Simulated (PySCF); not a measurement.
```
wavenumber (cm⁻¹)  absorption (km/mol per cm⁻¹)
                0                         0.005
               18                         0.005
               36                         0.006
               53                         0.008
               71                         0.009
               89                         0.012
              107                         0.016
              125                         0.023
              143                         0.041
              160                         0.103
              178                         0.147
              196                         0.094
              214                         0.137
              232                         0.339
              249                         1.176
              267                         0.640
              285                         0.197
              303                         0.088
              321                         0.050
              339                         0.032
              356                         0.022
              374                         0.017
              392                         0.013
              410                         0.011
              428                         0.009
              445                         0.008
              463                         0.007
              481                         0.006
              499                         0.006
              517                         0.005
              535                         0.005
              552                         0.005
              570                         0.005
              588                         0.005
              606                         0.005
              624                         0.005
              641                         0.006
              659                         0.006
              677                         0.007
              695                         0.008
              713                         0.009
              731                         0.011
              748                         0.013
              766                         0.016
              784                         0.021
              802                         0.029
              820                         0.042
              837                         0.066
              855                         0.120
              873                         0.274
              891                         0.926
              909                         1.430
              926                         0.399
              944                         0.154
              962                         0.079
              980                         0.048
              998                         0.032
             1016                         0.023
             1033                         0.017
             1051                         0.013
```

This is the computed harmonic infrared spectrum of singlet SbOBr, Lorentzian lines of 26 cm⁻¹ full width. Method: PySCF, PBE0, basis Sb def2-TZVP with ECP28, O def2-TZVP, Br def2-TZVP (scalar-relativistic core potentials, no spin–orbit coupling, density fitting).

Which bands make it up, and how are they assigned?

In Cs symmetry, counting bands above 1 % of the strongest: 172 cm⁻¹ (a', bend, 5.6 km/mol); 254 cm⁻¹ (a', mixed, 53 km/mol); 903 cm⁻¹ (a', stretch, 70 km/mol).

This need not be the most stable arrangement of these atoms.
